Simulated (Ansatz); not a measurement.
A nudged elastic band was laid between two geometries of CH₈AlNSi₂ (13 atoms, charge 0, multiplicity 1).

Theory: Ansatz 0.2.0, RKS r2SCANh/6-31G*.

* movable images: 5
* climbing image: from the first iteration
* spring: 5.0 eV/Å²
* optimiser: fire
* start path: through a guess of the saddle point
* force threshold: 0.05 eV/Å
* iteration limit: 35
* end points: relaxed

First end point:

```xyz
13
Properties=species:S:1:pos:R:3
Al -1.979 1.900 -0.029
Si -0.830 -0.280 0.023
C 0.653 -0.513 1.208
Si 1.695 -0.835 -0.338
N 0.283 -0.558 -1.314
H -2.191 2.773 1.292
H -2.511 2.507 -1.408
H -1.827 -1.390 0.208
H 0.553 -1.360 1.892
H 0.944 0.370 1.783
H 2.283 -2.205 -0.433
H 2.814 0.129 -0.560
H 0.132 -0.573 -2.311
```

Last end point:

```xyz
13
Properties=species:S:1:pos:R:3
Al -1.071 1.669 -0.257
Si -0.809 -0.698 0.278
C 0.683 -0.570 1.400
Si 1.733 0.165 -0.083
N 0.412 -0.937 -1.137
H -1.298 2.723 0.915
H -1.376 1.999 -1.794
H -1.673 -1.924 0.330
H 1.137 -1.514 1.727
H 0.584 0.084 2.271
H 0.788 -1.878 -1.253
H 0.752 1.441 -0.321
H 0.157 -0.595 -2.062
```

Task: Which bonds break or form, and what moves?

Result: Bonds broken: Si4–H11. Bonds formed: N5–H11.

Task: What energy profile does the band end with?

Result: It did not converge within its limit. The highest image is number 3 of 0 to 6, 3.13 eV above the first end and 2.47 eV above the last; the last end lies 0.66 eV above the first. The band didn't meet its force threshold, so its energies are provisional: the largest band force was still 0.47 eV/Å, and over the last iterations the top moved between 3.13 and 3.15 eV. The orbitals stay closed-shell, which can raise the energy where a bond breaks towards radicals; this wasn't checked here.

```json
{"image": "0", "path coordinate (Å)": "0.00", "energy (eV)": "0.00", "Si4–H11 (Å)": "1.49", "N5–H11 (Å)": "2.74"}
{"image": "1", "path coordinate (Å)": "0.89", "energy (eV)": "0.07", "Si4–H11 (Å)": "1.49", "N5–H11 (Å)": "2.66"}
{"image": "2", "path coordinate (Å)": "1.81", "energy (eV)": "0.62", "Si4–H11 (Å)": "1.48", "N5–H11 (Å)": "2.31"}
{"image": "3", "path coordinate (Å)": "2.65", "energy (eV)": "3.13", "Si4–H11 (Å)": "1.57", "N5–H11 (Å)": "1.45"}
{"image": "4", "path coordinate (Å)": "3.92", "energy (eV)": "1.39", "Si4–H11 (Å)": "2.69", "N5–H11 (Å)": "1.02"}
{"image": "5", "path coordinate (Å)": "5.06", "energy (eV)": "1.12", "Si4–H11 (Å)": "2.60", "N5–H11 (Å)": "1.02"}
{"image": "6", "path coordinate (Å)": "6.22", "energy (eV)": "0.66", "Si4–H11 (Å)": "2.54", "N5–H11 (Å)": "1.02"}
```

Time of the run: 18 min on 2 threads of Arm Neoverse V2 (shared host), peak memory 0.28 GiB.
